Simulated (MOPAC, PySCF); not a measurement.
C2H5BO2, SMILES `B(O)(C=C)O`, neutral singlet in the gas phase. 

Z-matrix (Å, degrees):
```
C
C 1 1.3324
H 2 1.0840 1 122.73
H 2 1.0863 3 115.29 1 -179.11
H 1 1.0893 2 116.88 3 -0.52
B 1 1.5695 5 118.55 2 178.02
O 6 1.3654 1 123.15 5 161.79
H 7 0.9605 6 113.57 1 -4.92
O 6 1.3670 7 115.16 8 175.41
H 9 0.9604 6 113.64 7 178.05
```
Charge 0, spin multiplicity 1.

All levels are single points at this geometry (B3LYP-D3(BJ)/def2-TZVP); Pople sets use spherical d functions. Orbital energies aren't observables, and empty levels follow the basis.

HF/STO-3G in PySCF gives gap (eV) = 15.89.

Q: Estimate the gap (eV) from each of these levels: PBE-D3(BJ)/def2-TZVP in PySCF; TPSSh-D3(BJ)/def2-TZVP in PySCF; B3LYP/3-21G in PySCF; B3LYP/6-311+G** in PySCF; BP86/6-31G* in PySCF; M06-2X/6-31G* in PySCF; HF/6-31G* in PySCF; PM6 in MOPAC.

A: 
| level | gap (eV) |
|---|---|
| PBE-D3(BJ)/def2-TZVP in PySCF | 5.14 |
| TPSSh-D3(BJ)/def2-TZVP in PySCF | 6.17 |
| B3LYP/3-21G in PySCF | 7.12 |
| B3LYP/6-311+G** in PySCF | 6.76 |
| BP86/6-31G* in PySCF | 5.24 |
| M06-2X/6-31G* in PySCF | 9.69 |
| HF/6-31G* in PySCF | 13.97 |
| PM6 in MOPAC | 11.24 |
